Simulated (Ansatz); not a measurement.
The cluster HfS₂⁺. Total charge 1; doublet. Geometry PBE-D4/def2-TZVP.

```xyz
3

Hf   -0.628    0.699    0.478
S    -0.909   -0.873   -1.079
S     1.536    0.174    0.601
```

In the def2 sets Hf takes a core potential; there is no spin–orbit coupling. LC-ωPBE has ω = 0.4 bohr⁻¹. B3LYP takes the VWN-RPA correlation. At LC-ωPBE/def2-TZVP the charge 1 doublet is spin-contaminated (final ⟨S²⟩ up to 0.83, 0.75 for a pure state). The structure comes from a short search, and lower isomers may exist.

Q: Estimate the α-spin orbital energies around the gap (eV) in Ansatz with PBE-D4/def2-TZVP, revPBE-D4/def2-TZVP, B3LYP-D4/def2-TZVP, PBE0-D4/def2-TZVP, LC-ωPBE/def2-TZVP.

A: 
| orbital | PBE-D4/def2-TZVP | revPBE-D4/def2-TZVP | B3LYP-D4/def2-TZVP | PBE0-D4/def2-TZVP | LC-ωPBE/def2-TZVP |
| --- | --- | --- | --- | --- | --- |
| HOMO−5 | -13.34 | -13.27 | -14.28 | -14.63 | -17.44 |
| HOMO−4 | -12.95 | -12.88 | -13.84 | -14.08 | -16.59 |
| HOMO−3 | -12.63 | -12.57 | -13.58 | -13.83 | -16.40 |
| HOMO−2 | -12.36 | -12.28 | -13.20 | -13.45 | -16.05 |
| HOMO−1 | -12.00 | -11.93 | -12.81 | -13.04 | -15.52 |
| HOMO | -11.38 | -11.33 | -12.24 | -12.53 | -15.08 |
| LUMO | -9.48 | -9.32 | -9.00 | -8.60 | -6.44 |
| LUMO+1 | -8.39 | -8.30 | -7.86 | -7.55 | -5.34 |
| LUMO+2 | -8.11 | -8.02 | -7.66 | -7.34 | -5.26 |
| LUMO+3 | -7.89 | -7.80 | -7.27 | -7.02 | -4.73 |
| LUMO+4 | -7.02 | -6.93 | -6.61 | -6.34 | -4.40 |
| LUMO+5 | -6.98 | -6.90 | -6.37 | -6.16 | -3.95 |
| β HOMO | -11.84 | -11.77 | -12.63 | -12.83 | -15.27 |
| β LUMO | -10.39 | -10.29 | -9.72 | -9.46 | -7.24 |
